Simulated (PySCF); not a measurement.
**How exact exchange moves a shielding**

Molecule: `O[SiH2]/C=C/[SiH2]Cl`, C2H7ClOSi2.

Cartesian coordinates in Å; atom numbers follow the order of the lines, from 1:
```xyz
13

O    -2.539   -0.535    0.843
Si   -2.036    0.505   -0.361
C    -0.170    0.457   -0.501
C     0.570   -0.406    0.215
Si    2.429   -0.522    0.134
Cl    3.118    0.868   -1.241
H    -2.462   -0.214    1.745
H    -2.670    0.035   -1.623
H    -2.469    1.912   -0.082
H     0.345    1.147   -1.185
H     0.049   -1.100    0.891
H     3.050   -0.216    1.454
H     2.871   -1.876   -0.306
```

GIAO shieldings (ppm, equivalent atoms averaged) in PySCF 2.14 on the PBE0-D3(BJ)/def2-SVP geometry, basis pcSseg-1, gas phase, non-relativistic:

```tsv
functional	exact exchange (%)	σ(O1)	σ(Si5)	σ(Si2)	σ(Cl6)
BLYP	0	316.2	342.5	355.0	997.5
BP86	0	318.7	349.3	359.9	1005.5
PBE	0	319.4	350.5	360.4	1006.3
B3LYP	20	321.7	356.2	368.1	1012.2
PBE0	25	325.5	367.6	377.2	1023.4
mPW1PW91	25	324.9	366.2	376.3	1022.3
HF	100	334.0	414.9	425.1	1053.8
```

(1) Fit each shielding as a line in the percentage of exact exchange.

(2) What does the line predict for BHandHLYP (50 %), and what does the run give?

Results:

(1) σ(O1) = 319.0 + 0.16 x (rms 1.7 ppm); σ(Si5) = 347.4 + 0.68 x (rms 3.3 ppm); σ(Si2) = 358.3 + 0.67 x (rms 2.3 ppm); σ(Cl6) = 1004.9 + 0.51 x (rms 4.2 ppm). The functionals also differ in their semilocal parts, which the line can't hold; Hartree–Fock has no correlation at all.

(2) σ(O1): 327.0 predicted, 327.7 computed; σ(Si5): 381.4 predicted, 377.1 computed; σ(Si2): 391.8 predicted, 388.4 computed; σ(Cl6): 1030.4 predicted, 1029.8 computed ppm.
